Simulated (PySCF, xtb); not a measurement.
CH3Cl2NSi2, SMILES Cl[Si]1(Cl)C=N[SiH2]1.

GFN2-xTB (xtb) at its own geometry gives an orbital gap of 2.19 eV and a dipole moment of 1.47 D.

Geometry optimised at r2SCAN-D4/def2-SVP. This is a generated structure with no PubChem entry under its InChIKey; it may be hypothetical.

What does B3LYP/def2-TZVP in PySCF give? (Estimate from the structure and the level; the computed values follow.)

gap 5.11 eV (levels -7.12 and -2.01 eV), dipole 0.60 D.
